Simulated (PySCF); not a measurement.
## Nuclear quadrupole coupling in `CC(C)(C)c1pccs1`

C7H11PS.
Numbering: `[CH3:1][C:2]([CH3:3])([CH3:4])[c:5]1[p:6][cH:7][cH:8][s:9]1` (hydrogens: H10, H11, H12 on C1; H13, H14, H15 on C3; H16, H17, H18 on C4; H19 on C7; H20 on C8)

Geometry (PBE0-D3(BJ)/def2-SVP, Å), atoms numbered from 1 in this order:
```
atom  x, y, z in Å
C1    -1.4336    1.0339   -0.7635
C2    -0.8391   -0.0747    0.1076
C3    -1.4795   -0.0126    1.5030
C4    -1.1430   -1.4338   -0.5397
C5     0.6645    0.1123    0.2339
P6     1.5849    1.4236   -0.4010
C7     3.1258    0.8192    0.2305
C8     3.0933   -0.3490    0.9340
S9     1.5542   -1.0752    1.1061
H10   -2.5211    0.8925   -0.8574
H11   -1.2557    2.0278   -0.3252
H12   -0.9982    1.0261   -1.7744
H13   -2.5724   -0.1271    1.4274
H14   -1.0980   -0.8127    2.1558
H15   -1.2640    0.9513    1.9879
H16   -0.6780   -1.5056   -1.5344
H17   -2.2302   -1.5663   -0.6545
H18   -0.7642   -2.2671    0.0722
H19    4.0662    1.3524    0.0670
H20    3.9469   -0.8583    1.3868
```

Field gradients from the PBE0/pcSseg-1 density (PySCF, non-relativistic), principal values in atomic units, ordered |Vxx| ≤ |Vyy| ≤ |Vzz|:

```tsv
atom	Vxx	Vyy	Vzz
S9	-0.4847	-1.2445	1.7291
```

Task: Find the asymmetry η = (Vxx − Vyy)/Vzz and the couplings χ = eQV/h (234.96 MHz × Q in barn × V in au), with Q(33S) = −0.0678 b.

Result: 
| atom | environment | nucleus | η | χzz (MHz) | χxx (MHz) | χyy (MHz) |
| --- | --- | --- | --- | --- | --- | --- |
| S9 | thiophene-type sulfur | 33S | 0.44 | -27.55 | 7.72 | 19.83 |

Task: What is Vzz at S9 in SI units (1 au = 9.71736 × 10²¹ V/m²)?

Result: 1.7291 au = 16.803 × 10²¹ V/m².

Task: And the gradient at the other heavy atoms, for which no coupling is worked out here?

Result: 
```csv
atom,environment,Vzz (au),η
C1,methyl carbon,0.066,0.16
C2,benzylic-type carbon,0.095,0.29
C3,methyl carbon,0.073,0.16
C4,methyl carbon,0.069,0.18
C5,substituted aromatic carbon,-0.271,0.07
P6,phosphorus bonded to 2 C,-1.137,0.14
C7,aromatic CH carbon,0.235,0.14
C8,aromatic CH next to a ring sulfur,-0.245,0.01
```

Were the hydrogens deuterons (Q(2H) = 0.00286 b), χzz would run from 195 kHz (H11, H18, H12, H14 and 1 more) to 207 kHz (H19).

Geometry: PBE0-D3(BJ)/def2-SVP; no solvent, vibrations or thermal averaging. The basis is small and wasn't made for field gradients, so the couplings can be 20 % off.

The run behind these numbers computed NMR shieldings as well. The run took 41 s wall (with the writing of density and orbital grids) on one thread, Intel Xeon 6975P-C (x86_64), on a shared host, and the process peaked at 1.1 GiB of memory.
